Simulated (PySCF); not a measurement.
Molecule: SMILES [n-]1c(C=C)c(Cl)cc1, [C6H5ClN]-.

Bonds (- single, = double, # triple, : aromatic): C1=C2, C2-C3, C3:N4, N4:C5, C5:C6, C6:C7, C7-Cl8, C7:C3. C1 carries H9, H10; C2 carries H11; C5 carries H12; C6 carries H13. Formal charges: N4 -1.

Total charge -1. H10 is cis to C3; H9 is trans to C3.

Frames of a GFN2-xTB Langevin trajectory at 200 K; GIAO PBE0/pcSseg-1 shieldings in PySCF 2.14.0 with density-fitted response routines, gas phase, non-relativistic; equivalent atoms averaged within each frame.

Scale: $^{13}$C (σref 186.93) and $^{1}$H (σref 31.72) vs TMS; $^{15}$N (σref 267.73) against NH3; $^{35}$Cl (σref 949.78) against HCl (reference shieldings calculated alike). The references are static minima.

Q: How do the shifts (ppm) fluctuate along the trajectory?

A: 
```csv
time (fs),C3,C2,C5,C7,C6,C1,N4,Cl8,H12,H11
250,136.1,132.4,127.6,121.5,101.3,93.4,305.7,80,6.77,6.52
425,136.4,137.4,127.1,115.7,104.0,91.2,294.3,71,6.43,6.48
625,135.6,134.1,139.9,101.1,104.8,94.1,329.4,63,6.71,6.89
800,143.7,134.5,133.3,120.8,103.5,91.3,307.6,82,6.87,6.27
1000,137.0,134.5,129.4,112.2,102.6,92.5,300.6,62,6.60,7.12
mean of frames,137.8,134.6,131.5,114.3,103.2,92.5,307.5,71,6.67,6.66
standard deviation,3.4,1.8,5.3,8.3,1.4,1.3,13.3,9,0.17,0.34
```

5 frames give an uncertainty of the mean of about the standard deviation over 2.2 at best, since frames this close in time may not be independent; classical motion lacks zero-point vibration, and the reference would need the same averaging.
